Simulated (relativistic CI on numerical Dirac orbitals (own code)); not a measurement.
Pd5+: 4d valence photoemission

Computed with this model: Dirac-Coulomb-Breit CI, KLI orbitals optimised for each configuration, a model potential for QED, multiplet model of photoemission in the sudden approximation, unscaled Slater integrals; configurations [Kr] 4d5 → [Kr] 4d4; 300 K; Lorentzian 0.42 eV and Gaussian 0.5 eV FWHM. Energies are those of the free ion, without screening or charge transfer. The energies are binding energies and can lie tens of eV above those of solids. S is read from ⟨S²⟩ = S(S + 1).

Field parameters in Wybourne normalisation: D3d B²₀ = −7Dσ, B⁴₀ = −14Dq − 21Dτ, B⁴₃ = −14√(10/7) Dq; D4h B²₀ = −7Ds, B⁴₀ = 21(Dq − Dt), B⁴₄ = 21√(5/14) Dq; Oh B⁴₀ = 21Dq, B⁴₄ = √(5/14) B⁴₀. The field is a parameter set, without covalency.

free ion: ground-state S = 2.49, centroid 83.94 eV. Peaks (eV, height): 84.0 (100).

Oh, 10Dq = 35900 cm⁻¹: ground-state S = 0.56, centroid 83.15 eV. Peaks (eV, height): 82.3 (100), 84.2 (46), 85.9 (8).

D3d, 10Dq = 42800, Dσ = -560, Dτ = -190 cm⁻¹: ground-state S = 0.53, centroid 83.44 eV. Peaks (eV, height): 82.6 (100), 84.4 (46), 86.5 (7).

D3d, 10Dq = 27050, Dσ = 980, Dτ = -220 cm⁻¹: ground-state S = 2.27, centroid 83.75 eV. Peaks (eV, height): 81.9 (98), 85.2 (100).

D4h, 10Dq = 18400, Ds = -1300, Dt = -70 cm⁻¹: ground-state S = 2.48, centroid 83.93 eV. Peaks (eV, height): 82.3 (54), 82.7 (53), 84.8 (100).

Oh, 10Dq = 31450 cm⁻¹: ground-state S = 0.61, centroid 82.96 eV. Peaks (eV, height): 82.0 (100), 83.9 (48), 85.5 (9).

Strongest unbroadened transitions for Oh, 10Dq = 31450 cm⁻¹:

| Energy (eV) | Relative strength |
| --- | --- |
| 81.79 | 52.9 |
| 82.00 | 100.0 |
| 82.24 | 28.4 |
| 82.28 | 45.9 |
| 82.76 | 4.6 |
| 82.81 | 3.9 |
| 82.82 | 7.6 |
| 82.83 | 3.0 |
| 83.87 | 55.2 |
| 84.07 | 39.2 |
| 85.39 | 7.9 |
| 85.69 | 0.8 |
| 85.80 | 6.0 |
| 86.44 | 1.1 |
| 86.91 | 1.3 |
| 87.88 | 1.0 |
| 89.81 | 2.0 |
| 90.14 | 0.7 |
